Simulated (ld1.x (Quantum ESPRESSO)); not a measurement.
## Sc: one change to an RRKJ potential, before and after

```
Element                 : scandium
Generator               : ld1.x (Quantum ESPRESSO) 7.5
Type                    : norm-conserving RRKJ (Kleinman–Bylander form)
Functional              : PBE
Relativity              : scalar-relativistic
Frozen core             : [Ar]
Valence charge          : 3
Reference configuration : 3d1 4s0.5 4p0 (charge +1.5)
Partial waves           : 4p (bound, empty): rc 2.90 bohr; 3d (bound): rc 1.50 bohr; 4s (bound): rc 3.05 bohr
Local potential         : the s channel
Core correction         : Bessel-smoothed model core, default radius (core density twice the valence density)
```

All-electron outer shells of the reference configuration (PBE, scalar-relativistic, ld1.x):

| shell | level (eV) | outermost node (bohr) | outermost maximum (bohr) |
| --- | --- | --- | --- |
| 3p | -44.63 | 0.39 | 0.97 |
| 3d | -13.80 | – | 1.08 |
| 4s | -12.74 | 1.31 | 2.84 |
| 4p | -9.00 | 1.46 | 3.38 |

Change: functional BLYP.

Cutoffs: the cutoffs (Ry, on a coarse ladder) from which the occupation-weighted sum of valence levels, in a spherical-Bessel basis at the reference potential, stays within 10 and 1 mRy of its value at 400 Ry; they do not see the model core or the augmentation charge, which bear on the density cutoff. Errors are all-electron minus pseudo energies relative to the spin-unpolarised reference configuration.

Task: How do hardness, ghosts and transferability respond?

Result: The potential gets neither clearly harder nor softer (60 Ry and 70 Ry → 60 Ry and 70 Ry); of the 7 tests that both files solve, the error grows in 0 and shrinks in 2 by more than 15 % and 0.3 meV (median size 173.9 → 173.4 meV); neither file shows a bound ghost.

| quantity | base | changed |
| --- | --- | --- |
| cutoff, loose | 60 Ry | 60 Ry |
| cutoff, tight | 70 Ry | 70 Ry |
| bound ghosts | none | none |
| error for 3d1 4s2 4p0, meV [ΔE -12.51 → -12.48 eV] | -5.1 | -4.1 |
| error for 3d1 4s1 4p0, meV [ΔE -5.61 → -5.65 eV] | -1.3 | -1.0 |
| error for 3d1 4s0 4p0, meV [ΔE 7.16 → 7.25 eV] | -4.2 | -3.7 |
| error for 3d2 4s0 4p0, meV [ΔE -4.93 → -4.86 eV] | -296 | -279 |
| error for 3d0 4s2 4p0, meV [ΔE -4.12 → -4.21 eV] | -457 | -422 |
| error for 3d0 4s2 4p1, meV [ΔE -9.04 → -8.95 eV] | -520 | -473 |
| error for 3d2 4s1 4p0, meV [ΔE -10.84 → -10.81 eV] | -174 | -173 |
| s: phases at 3.32 bohr within 0.05 rad from the reference energy up to (Ry; the scan ends near 5) | 0.9 | 0.9 |
| p: phases at 3.32 bohr within 0.05 rad from the reference energy up to (Ry; the scan ends near 5) | 2.1 | 2.1 |
| d: phases at 3.32 bohr within 0.05 rad from the reference energy up to (Ry; the scan ends near 5) | -0.4 | -0.4 |
